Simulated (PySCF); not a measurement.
Molecule: C$_{2}$H$_{6}$ClSi (charge 0, doublet). It need not be the lowest isomer of its formula. 
Structure (B3LYP-D3(BJ)/def2-TZVP (Ansatz) minimum search):
```
Si
C 1 1.8775
H 2 1.0899 1 111.25
H 2 1.0920 3 108.55 1 -121.46
H 2 1.0940 3 108.37 4 -117.69
C 1 1.8775 2 111.78 3 177.97
H 6 1.0899 1 111.25 2 -177.97
H 6 1.0920 7 108.55 1 121.46
H 6 1.0940 7 108.37 8 117.69
Cl 1 2.0899 2 107.90 3 59.48
```
Charge 0, spin multiplicity 2.

Dispersion corrections to the total energy (kcal/mol) from the dftd3 and dftd4 libraries through PySCF: D3(BJ) without and D4 with the three-body term, each with the damping fitted for the functional named.

```
functional  D3(BJ)      D4
----------  ------  ------
TPSSh            …   -6.28
HSE06            …   -4.07
PBE0         -4.76       …
BP86         -9.10   -6.99
r2SCAN       -1.51   -1.24
B2PLYP       -4.70   -3.58
BLYP        -11.75  -11.24
```

Question: Complete the blanks.

Answer: 
- TPSSh, D3(BJ): -6.37
- HSE06, D3(BJ): -3.79
- PBE0, D4: -4.35
